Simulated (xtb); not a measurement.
Harmonic IR lines of one isomer of C₄H₈Si, unscaled. All values below come from GFN2-xTB in xtb 6.7.1.

wavenumber (cm⁻¹): 180 (w), 215 (m), 502 (w), 766 (w), 785 (w), 813 (w), 835 (s), 840 (vs), 901 (m), 943 (vs), 1014 (m), 1369 (w), 1435 (vw), 1775 (w), 2938 (s), 3005 (s), 3012 (m), 3020 (m), 3051 (m)

### Question
Say which structure gives these lines.
A) `CC[SiH]1C=C1`
B) `C=C=[Si](C)C`
C) `C[C@@H]1CC1=[SiH2]`
D) `C=C=CC[SiH3]`

### Answer
B, `C=C=[Si](C)C`
